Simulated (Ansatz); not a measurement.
## Ansatz (development build ahead of 0.2.0) run

```yaml
crystal:
  periodic: [false, false, false]
  atoms:
    - { symbol: Be, position_ang: [0.0, 0.0, 0.0] }
    - { symbol: Si, position_ang: [0.0, 0.0, 1.9996] }
basis:
  gaussian: { orbitals: pcseg-2 }
total_charge: 1
magnetization:
  spin_polarized: true
  initial_magnetization: 1
hamiltonian:
  xc: pbe0
```

The input is written out in the form of the current development build from the run's settings.

Output:

```yaml
Converged: yes
Total_energy: -303.65450 hartree
Spin_squared_of_the_determinant: 0.891
Stability_test: minimum
```

Caution: the unrestricted determinant is spin contaminated.
